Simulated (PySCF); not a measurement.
## Computed data sheet: `CSc1ccccn1`

Compound: C6H7NS.
Bonds: C1–S2, S2–C3, C3–C4 (aromatic), C4–C5 (aromatic), C5–C6 (aromatic), C6–C7 (aromatic), C7–N8 (aromatic), C3–N8 (aromatic). Hydrogens: H9, H10, H11 on C1; H12 on C4; H13 on C5; H14 on C6; H15 on C7.

Among its groups: pyridine-type ring nitrogen and sulfide.

**PBE0-D3(BJ)/def2-TZVP geometry optimisation, gas phase (PySCF)**

```yaml
Point_group: Cs
Rotational_constants_A_B_C: 4.353, 1.245, 0.974 GHz
```

**B97-2/pcSseg-2 ground state and GIAO shieldings, non-relativistic (PySCF)**

```yaml
Dipole_moment: 1.12 D
HOMO_energy: -6.05 eV
LUMO_energy: -0.85 eV
HOMO–LUMO_gap: 5.20 eV
13C_chemical_shifts_computed_TMS_as_zero_by_class: 172.6 (C3), 157.4 (C7), 141.3 (C5), 127.3 (C4), 122.7 (C6), 17.6 (C1) ppm
1H_chemical_shifts_computed_TMS_as_zero_by_class: 8.68 (H15), 7.56 (H13), 7.35 (H12), 6.98 (H14), 2.45 (H9/H10/H11) ppm
Isotropic_shieldings_of_nuclei_other_than_C_and_H_by_class: -69 (N8), 452 (S2) ppm
```

Monoisotopic mass (most abundant isotopes): 125.0299 u.

With B = h/(8π²I), that is 505.379 GHz u Å² over I, the principal moments of inertia are 116.1, 405.9 and 518.8 u Å² (most abundant isotopes); the inertial defect Ic − Ia − Ib is -3.2 u Å² (zero for a rigid planar frame, negative otherwise). The rotational constants make it an asymmetric top with κ = (2B − A − C)/(A − C) = -0.84, nearer the prolate limit (−1). The dipole equals about 3.7 × 10⁻³⁰ C·m (1 D = 3.33564 × 10⁻³⁰ C·m).

The structure is a single PBE0-D3(BJ)/def2-TZVP conformer in the gas phase; no vibrational or solvent corrections. NMR classes are plain means over equivalent atoms (diastereotopic ones count apart unless rotation or inversion swaps them), as if these changed places fast; in this geometry the members of some classes differ.

For the NMR shielding job (B97-2/pcSseg-2), the run took 2.6 min wall, 5.2 min CPU on 2 threads of an Intel Xeon at 2.50 GHz, on a shared host, and the process peaked at 2.4 GiB of memory.

The values belong to the conformer `[CH3:1][S:2][c:3]1[cH:4][cH:5][cH:6][cH:7][n:8]1`: C1–S2–C3–C4 180°.
